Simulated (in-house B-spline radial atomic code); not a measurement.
Settings and results of a run for Ne3+ (an excited or competing configuration). Computed with an all-electron radial atomic-structure program (B-spline basis): non-relativistic LDA VWN5, spin-polarised, spherical fractional occupations, point nucleus.

Command:
```bash
python run_scf.py task.json out
```
Settings:
```
Z                10
configuration    [He] 2s1 2p3 3p1
hamiltonian      nr
method           lda,vwn
spin_polarised   True
```

Output (hartree, bohr):
```
 radial grid: 42 intervals, B-splines of order 8, outer radius 18.6486 bohr

 iter        energy (Eh)    residual
    1        -117.787594    3.72e-01
    2        -120.548102    1.26e-01
    3        -120.754317    4.55e-02
    4        -120.784603    1.65e-02
    5        -120.788948    4.82e-03
    6        -120.789331    6.16e-05
    7        -120.789331    2.24e-06
    8        -120.789331    2.32e-08

 total energy                      -120.78933
 kinetic                             120.5188
 electron-nucleus                   -271.1128
 Hartree                              39.4187
 exchange-correlation                 -9.6140

 orbital      occ     eigenvalue          <r>       <r^2>       <1/r>       <r^4>     <1/r^3>       r_max
 1s up      1.000       -34.1683     0.158848   0.0340161     9.56349  0.00300551           -      0.1033
 1s down    1.000       -33.9371      0.15804   0.0336192     9.59631  0.00292172           -      0.1031
 2s up      1.000        -4.4127     0.769195    0.699405     1.90273    0.862553           -      0.6341
 2p up      3.000        -3.6346     0.710844    0.623326     1.81696    0.798048     18.2024      0.5391
 3p up      1.000        -1.0632      2.28821     6.01533    0.597869     55.6919     2.87987       2.071
```

Run time, properties included: 0.02 s on 1 thread of Arm Neoverse V2, on a shared host.
